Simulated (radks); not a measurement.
Results of a calculation; reference values are marked as such.
Valence configurations of C (all share [He]). Level of theory: scalar-relativistic Kohn-Sham, r2SCAN, spin-unpolarised, spherical densities, finite nucleus; meta-GGA in the generalised Kohn-Sham scheme; Fermi nuclear charge, rms radius 2.4702 fm (a radial shooting solver on a logarithmic mesh with Libxc functionals). Order these by energy: 2s1.5 2p2.5; 2p4; 2s1 2p3; 2s2 2p2.

Answer. From the lowest, in eV above it: 2s2 2p2 0.000; 2s1.5 2p2.5 4.621; 2s1 2p3 9.238; 2p4 18.428. NIST lists [He] 2s2 2p2 as the ground configuration; this level of theory agrees among the configurations tried. The energies are those of spherical spin-averaged densities, not of single terms.
